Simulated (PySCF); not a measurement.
# NMR parameters of [CuCl2]-

[CuCl2]-, [Cl2Cu]-, point group D∞h.

Bonds: Cu1-Cl2 2.147 Å, Cu1-Cl3 2.147 Å.

Total charge -1.

GIAO calculations in PySCF 2.14.0 with density-fitted response routines on the PBE0-D3(BJ)/def2-SVP structure: isolated species, non-relativistic, equivalent atoms averaged; basis pcSseg-1 (pcSseg-2 on Cu).

(1) Give the isotropic shieldings (ppm) with B3LYP, PBE, PBE0.

(2) And the chemical shifts, against references computed in the same way?

(3) Which part of the shielding of Cu1 depends on the functional?

Answers

(1) 
| atoms | environment | B3LYP | PBE | PBE0 |
| --- | --- | --- | --- | --- |
| Cu1 | Cu bonded to 2 Cl | 976 | 868 | 1039 |
| Cl2/Cl3 | chlorine bonded to Cu | 1173 | 1153 | 1178 |
| HOMO–LUMO gap (eV) | – | 6.35 | 4.23 | 6.94 |

(2) 
| atoms | nucleus, reference | B3LYP | PBE | PBE0 |
| --- | --- | --- | --- | --- |
| Cl2/Cl3 | 35Cl, HCl | -243 | -219 | -235 |

(3) Diamagnetic: B3LYP 2407, PBE 2406, PBE0 2407 ppm; paramagnetic: B3LYP -1431, PBE -1538, PBE0 -1368 ppm. The diamagnetic part, set mainly by inner electrons, hardly moves; the paramagnetic part goes with low-lying magnetically allowed excitations and carries the spread.
